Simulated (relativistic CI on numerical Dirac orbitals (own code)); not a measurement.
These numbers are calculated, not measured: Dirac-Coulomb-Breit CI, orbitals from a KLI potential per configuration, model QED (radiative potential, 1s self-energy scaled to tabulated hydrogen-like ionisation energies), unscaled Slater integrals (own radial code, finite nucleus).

The strongest absorption lines from the ground level of an ion, among the configurations computed and to levels below about 445 eV (vacuum wavelength in Å, gf): 27.905 (0.049), 27.909 (0.025), 31.019 (0.12), 31.029 (0.059), 40.919 (0.44), 40.959 (0.22), 496.92 (0.15), 517.83 (0.069).

**Question.** Which ion is it?
A. Ne VIII
B. S XIV
C. Si XIV
D. Si XII

**Answer.** D. Si XII has 3 electrons and the ground level 2s ²S1/2; the strongest line goes to 3p ²P°3/2. The pattern of lines fixes the number of electrons, and along that sequence the line energies rise steadily with the charge (about as its square where n changes within one kind of shell, about linearly where n is kept but much faster in heavy ions where fine structure, which grows about as Z⁴, sets the gap, and irregularly where shells cross), which fixes Z. Configurations outside the model, such as inner-shell arrays, can give stronger lines. At this charge energies of transitions that change n are usually good to better than 1 %, and those within a shell (Δn = 0) to a few per cent.
